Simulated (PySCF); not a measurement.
## B: excitation energy

B [He] 2s2 2p1 (2P) → B [He] 2s2 3s1 (2S), as a difference of total energies. Calculation: PySCF 2.14, in aug-cc-pCVTZ-DK (7s6p4d2f, 59 functions); scalar relativity by spin-free X2C-1e. Correlated levels: valence and next inner shell: nothing frozen. The calculations carry no spin-orbit coupling.

```csv
method,excitation energy (cm⁻¹)
UHF,40617
MP2 (valence and next inner shell),41227
SCS-MP2 (valence and next inner shell),41052
CCSD (valence and next inner shell),40179
CCSD(T) (valence and next inner shell),40241
```

Errors of the correlated levels include the incompleteness of this basis.

For comparison: 40030 cm⁻¹ (measured; NIST levels, between the centres of gravity of the two terms).
